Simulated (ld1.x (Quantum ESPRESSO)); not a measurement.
**zinc (Zn): one change to a TM potential, before and after**

```
Element                 : zinc
Generator               : ld1.x (Quantum ESPRESSO) 7.5
Type                    : norm-conserving Troullier–Martins (Kleinman–Bylander form)
Functional              : PBEsol
Relativity              : scalar-relativistic
Frozen core             : [Ne] 3s2
Valence charge          : 18
Reference configuration : 3p6 3d9 4s0 4p0 (charge +3)
Partial waves           : 4s (bound, empty): rc 1.90 bohr; 3d (bound): rc 1.20 bohr; 3p (bound): rc 1.15 bohr
Local potential         : the p channel
Core correction         : a·sin(br)/r model core inside 0.85 bohr
```

Change: reference 3p6 3d10 4s2 4p0.

Cutoffs: the cutoffs (Ry, on a coarse ladder) from which the occupation-weighted sum of valence levels, in a spherical-Bessel basis at the reference potential, stays within 10 and 1 mRy of its value at 400 Ry; they do not see the model core or the augmentation charge, which bear on the density cutoff. Errors are all-electron minus pseudo energies relative to the spin-unpolarised reference configuration.

**Question.** What does the change do?

**Answer.** Both files keep a bound ghost (s); the range in which the s phases agree widens (upper end 2.4 → 4.6); the range in which the d phases agree widens (upper end -0.1 → 2.6).

| quantity | base | changed |
| --- | --- | --- |
| cutoff, loose | 180 Ry | 180 Ry |
| cutoff, tight | over 300 Ry | over 300 Ry |
| bound ghosts | s | s |
| largest error over its own tests, meV | -123 | +108 |
| s: phases at 2.05 bohr within 0.05 rad from the reference energy up to (Ry; the scan ends near 5) | 2.4 | 4.6 |
| p: phases at 2.05 bohr within 0.05 rad from the reference energy up to (Ry; the scan ends near 5) | to the end of the scan | to the end of the scan |
| d: phases at 2.05 bohr within 0.05 rad from the reference energy up to (Ry; the scan ends near 5) | -0.1 | 2.6 |

Changed file: These tests converged, but a pseudo level misses the all-electron one widely, so the file describes the atom poorly there or has found another state: 3p6 3d8 4s0 4p0: empty 4s by 5.3 eV (a node warning on the way). A true bound ghost makes a file unfit for plane-wave use even where its test errors are small: the radial tests pick states by their node count and pass the ghost by.
